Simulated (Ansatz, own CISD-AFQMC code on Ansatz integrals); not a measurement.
C2H5Al, SMILES `C[C][AlH2]` (excited singlet) (charge 0, multiplicity 1). This singlet is an excited state, 0.59 eV above the relaxed triplet at the level frozen-core CCSD(T)/cc-pVTZ // B3LYP-D3(BJ)/def2-TZVP (Ansatz).

Cartesian coordinates (Å):
SMILES: [C](C)[AlH2]
```xyz
8

C     -1.4366     0.0402    -0.1601
C     -0.0261     0.1367    -0.1646
Al     1.8202     0.0934    -0.2188
H     -2.0033     0.5480    -0.9518
H     -1.9652     0.0715     0.8019
H     -1.4187    -1.0424    -0.4546
H      2.5585     1.4422     0.1311
H      2.4712    -1.2896    -0.6091
```
Charge 0, spin multiplicity 1.

Frozen-core correlation energies in cc-pVDZ at a geometry from B3LYP-D3(BJ)/def2-TZVP, on an HF energy of -320.42741 Ha (<S^2> = 0.00, restricted and unstable towards unrestricted orbitals). Wave-function levels are from Ansatz, the walk from an own CISD-AFQMC code on Ansatz integrals (time step 0.005/Ha, trial state from CCSD amplitudes, largest double 0.07).

```tsv
level	correlation energy (mHa)
MP2	-318.9
CCSD	-369.2
CCSD(T)	-380.7
```

Problem. What correlation energy does phaseless AFQMC give, and where does it lie among these levels?

Solution. -382.3 ± 0.4 mHa (one standard error). AFQMC minus each level: MP2 -63.5 mHa, CCSD -13.1 mHa, CCSD(T) -1.6 mHa.
